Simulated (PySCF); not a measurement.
Species: C6H9N2 (doublet state).
Z-matrix (Å and degrees, PBE0-D3(BJ)/def2-SVP geometry), rows numbered from 1:
```
C 
C   1  1.5221
C   2  1.5295  1  112.93
C   2  1.4881  1  112.61  3  -126.92
N   4  1.3670  2  123.40  1   -11.82
C   5  1.3143  4  103.77  2  -178.51
C   6  1.4663  5  108.79  4     0.18
N   7  1.3094  6  108.81  5    -0.09
H   1  1.1000  2  110.28  3   -59.05
H   1  1.1009  2  110.64  3    60.53
H   1  1.0980  2  111.44  3   179.85
H   2  1.1107  1  108.35  3   118.13
H   3  1.0982  2  110.94  1  -179.10
H   3  1.1014  2  110.49  1   -59.28
H   3  1.1000  2  110.26  1    60.04
H   6  1.0929  5  123.08  4  -179.94
H   7  1.0930  6  128.03  5   179.75
```

The hyperfine couplings belong to this conformer and change with its torsions.

Identity: `CC(C)C1=NC=C[N]1` [radical].

Theory: UKS B3LYP, IGLO-III on C N, pcH-1 on H, non-relativistic, mean-field spin-orbit, GIAO in PySCF. Geometry: PBE0-D3(BJ)/def2-SVP, one conformer, isolated molecule. Stability of the SCF solution: not tested.

Question: Predict the first-order ENDOR lines of N5/N8, H12 and H16/H17 under fast tumbling at B = 344.3 mT (X band).

Answer: ν± = |νn ± a/2|, one line for each electron-spin manifold; νn = |g_N| × 7.62259 MHz/T × B.

```
 nuclei  isotope     g_N  νn (MHz)  a_iso (MHz)  lower line (MHz)  upper line (MHz)
  N5/N8      14N  0.4038      1.06        -3.41              0.65              2.77
    H12       1H  5.5857     14.66        88.23             29.46             58.78
H16/H17       1H  5.5857     14.66       -27.83              0.74             28.58
```

Question: Which pairs are centred on the nuclear Larmor frequency, and which on half the coupling?

Answer: Centred on νn, since |a| < 2νn: H16/H17. Centred on |a|/2 and split by 2νn: N5/N8 and H12.

Question: At what field would the lower line of N5/N8 fall to zero frequency?

Answer: Where νn = |a|/2, that is B = 1.71 MHz/(0.4038 × 7.62259 MHz/T) = 555 mT, as far as first order holds there.

Nuclei that the bonding pattern makes equivalent are averaged, as if the motion that swaps them (rotation, inversion, ring flip) were fast.

Largest spin populations (Mulliken): C4 (+0.48), C6 (+0.39), C7 (+0.33) and N5 (-0.10). Three atoms exceed +0.15. The positive populations add up to 1.26 and the negative ones to -0.26, together 2S = 1.

The SMILES draws the unpaired electron on N8; the largest computed Mulliken spin population is on C4 (0.48 against -0.07).
